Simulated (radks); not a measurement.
Task: Radial electron density D(r) = 4 pi r^2 rho(r) of an atom or ion with 1 electrons. All-electron calculation, scalar-relativistic Kohn-Sham, Wu-Cohen GGA, spin-unpolarised, spherical densities, point nucleus. Program: a radial shooting solver on a logarithmic mesh with Libxc functionals.

```
   r/bohr * D(r) (the largest magnitude, 0.876, reaches the edge; | marks zero)
  0.04384 |     *
  0.05312 |       *
  0.06437 |          *
  0.07799 |              *
   0.0945 |                   *
   0.1145 |                        *
   0.1387 |                               *
   0.1681 |                                      *
   0.2037 |                                             *
   0.2468 |                                                   *
   0.2991 |                                                      *
   0.3653 |                                                     *
   0.4426 |                                                *
   0.5363 |                                       *
   0.6498 |                           *
   0.7873 |                  *
    0.954 |            *
    1.156 |           *
    1.401 |             *
    1.697 |                *
    2.056 |               *
    2.491 |           *
    3.019 |      *
    3.658 |  *
    4.432 |*
     5.37 *
    6.507 *
```

What is the nuclear charge?

Result: Z = 3. The innermost maximum, from 1s, lies near gamma/Z bohr with gamma = sqrt(1 - (Z/c)^2) = 1.000, here 0.333 bohr (found: 0.319), and its height grows with Z. The density is that of the lithium ion Li2+ in 1s0.5 2s0.5; the configuration itself is not fixed sharply by these data. D(r) has 2 maxima, at r = 0.319, 1.82 bohr, and minima at 1.09 bohr, inside which lie 0.52 electrons.
